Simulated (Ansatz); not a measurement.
Reaction (formal exchange of groups at a B–Se bond): `C=CB[SeH]` + `CC(=O)Cl` → `C=CBCl` + `CC(=O)[SeH]`

Computed with Ansatz on PBE0-D4/def2-TZVP structures; ΔE is electronic, products minus reactants. CCSD(T)/CBS adds triple-zeta CCSD(T) − MP2 to the extrapolated MP2 energy (def2 sets, frozen cores). DFT in def2-TZVPP. For Se outer-core shells are correlated without core-valence functions, which leaves a few kJ/mol of doubt a bond. Scalar relativity is left out up to krypton. Each species was taken in one conformer, which may not be the lowest.

Q: Is it downhill or uphill in electronic energy at CCSD(T)/CBS, and by how much? (An estimate is asked.)

A: Computed: Downhill: ΔE = -14.6 kJ/mol.

Q: What do these levels give: PBE0-D4, revPBE, RPA@PBE/def2-TZVPP, SCS-MP2/def2-TZVPP, HF/def2-QZVPP, HF/CBS(def2)? (An estimate is asked.)

A: Computed: PBE0-D4 -12.9, revPBE -11.9, RPA@PBE/def2-TZVPP -15.1, SCS-MP2/def2-TZVPP -16.9, HF/def2-QZVPP -23.3, HF/CBS(def2) -23.4 kJ/mol.

Largest T1 diagnostic among the species: 0.014.

Leaving LDA and LC-ωPBE aside and taking each functional with its dispersion term where it has one, the values, not all of them listed here, spread over 8.2 kJ/mol, from BHLYP-D4 to PBE-D4. LDA lies +3.1 kJ/mol from PBE without D4. In def2-TZVPP, CCSD(T) changes the Hartree–Fock value by +7.3 kJ/mol (the triples alone add +1.6 kJ/mol) and MP2 by +7.4 kJ/mol. From BLYP to BHLYP (50 % exact exchange), in def2-TZVPP and without D4, ΔE moves by −3.2 kJ/mol.
